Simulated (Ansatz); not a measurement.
`[BH2][Zn][OH]` + NH₃ → `[NH2][Zn][OH]` + BH₃ at 400 K and 1 bar (cleavage of the Zn–B bond).

Computed with Ansatz on PBE0-D4/def2-TZVP structures; ΔE is electronic, products minus reactants. CCSD(T)/CBS adds triple-zeta CCSD(T) − MP2 to the extrapolated MP2 energy (def2 sets, frozen cores). This one scheme is used for every species. For Zn outer-core shells are correlated without core-valence functions, which leaves a few kJ/mol of doubt a bond. Scalar relativity is left out up to krypton. One conformer a species, not always the lowest.

```
        species  CCSD(T)/CBS energy (Eh)  H − E (kJ/mol)  S (J/(mol·K))
`[BH2][Zn][OH]`              -1880.12839           109.2          325.7
            NH₃                -56.50880           104.2          203.1
`[NH2][Zn][OH]`              -1910.09198           123.8          319.1
            BH₃                -26.55200            82.6          199.4
```

H − E and S are ideal-gas, rigid-rotor, harmonic terms from PBE0-D4/def2-TZVP, for one conformer and one mirror image of each species. 1 Eh = 2625.50 kJ/mol, R = 8.31446 J/(mol·K).

By hand: ΔE, ΔH, ΔS and ΔG.

ΔE = (-1910.09198) + (-26.55200) − (-1880.12839) − (-56.50880) = -0.00679 Eh = -17.8 kJ/mol. Δ(H − E) = 123.8 + 82.6 − 109.2 − 104.2 = -7.0, so ΔH = -24.8 kJ/mol. ΔS = 319.1 + 199.4 − 325.7 − 203.1 = -10.3 J/(mol·K). ΔG = -24.8 − 400 × (-10.3)/1000 = -20.7 kJ/mol.

By hand: the equilibrium constant, and the temperature at which ΔG would vanish if ΔH and ΔS stayed fixed.

log₁₀ K = −ΔG/(RT ln 10) = 2.7. ΔG = 0 at ΔH/ΔS = 2408 K, though so small a ΔS makes that figure unsure.

The number of gas molecules stays the same, so ΔS is small and ΔH decides. A doubt of 5 kJ/mol in ΔE shifts log₁₀ K by 0.7 here. Other conformers and mirror images would add mixing entropy, several J/(mol·K) or more a flexible species. These are equilibria of isolated gas molecules and say nothing of rates. Largest T1 diagnostic: 0.017 (customary marks: 0.02 for closed shells, 0.045 for open ones).
